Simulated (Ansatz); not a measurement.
Ansatz results at the PBE0-D4/def2-TZVP geometry: HOMO–LUMO gap (ωB97M-V/def2-TZVPP) 11.35 eV; size of the dipole moment (PBE/def2-TZVPP) 2.67 D; HOMO energy (B3LYP/def2-TZVPP) -7.11 eV.

Each molecule was computed in one conformer, which needn't be the lowest.

**Question.** Which molecule gave them?
A. `F[SiH2]C[SiH3]`
B. `CO[SiH](F)[O][GeH3]`
C. `[NH2][GeH2][Si](N)(F)F`
D. `N[SiH](O)[Si](N)(Cl)Cl`

**Answer.** C. The others give `F[SiH2]C[SiH3]`: 12.94, 1.77, -8.69; `N[SiH](O)[Si](N)(Cl)Cl`: 11.32, 3.01, -7.43; `CO[SiH](F)[O][GeH3]`: 12.99, 1.67, -8.39.

B3LYP here is the variant with VWN-RPA as its local correlation; programs differ in this.
